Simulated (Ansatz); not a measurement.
`[CH3][SnH2][SiH3]` and `[SiH3][SnH2][Cl]` differ in one atom or group.

Ansatz, PBE0-D4/def2-TZVP geometries, multiplicity 1. 

Elements past krypton have def2 core potentials.

```json
{"property": "HOMO–LUMO gap (B3LYP/def2-TZVPP) / eV", "`[CH3][SnH2][SiH3]`": "7.26"}
{"property": "HOMO–LUMO gap (PBE0/def2-TZVPP) / eV", "`[CH3][SnH2][SiH3]`": "7.67"}
{"property": "ideal-gas entropy at 298 K and 1 bar (rigid rotor, harmonic PBE0-D4/def2-TZVP) / J/(mol·K)", "`[CH3][SnH2][SiH3]`": "361"}
{"property": "HOMO energy (ωB97M-V/def2-TZVPP) / eV", "`[CH3][SnH2][SiH3]`": "-9.72"}
{"property": "LUMO energy (PBE0/def2-TZVPP) / eV", "`[CH3][SnH2][SiH3]`": "-0.04"}
{"property": "HOMO energy (B3LYP/def2-TZVPP) / eV", "`[CH3][SnH2][SiH3]`": "-7.51"}
```

Question: Give the same properties after the change, and the shifts. (Best estimate.)

Answer: Computed: 
```tsv
property	`[SiH3][SnH2][Cl]`	shift
HOMO–LUMO gap (B3LYP/def2-TZVPP) / eV	6.53	-0.73
HOMO–LUMO gap (PBE0/def2-TZVPP) / eV	6.97	-0.70
ideal-gas entropy at 298 K and 1 bar (rigid rotor, harmonic PBE0-D4/def2-TZVP) / J/(mol·K)	353	-8
HOMO energy (ωB97M-V/def2-TZVPP) / eV	-10.06	-0.34
LUMO energy (PBE0/def2-TZVPP) / eV	-1.06	-1.02
HOMO energy (B3LYP/def2-TZVPP) / eV	-7.81	-0.30
```

With PBE0 the HOMO falls by 0.31 eV and the LUMO falls by 1.02 eV, so the gap narrows by about 0.71 eV. PBE moves the HOMO by -0.19 eV and ωB97M-V by -0.34 eV. The zero-point energy changes by -90.9 kJ/mol with -9 modes.

B3LYP here is the variant with VWN-RPA as its local correlation; programs differ in this.
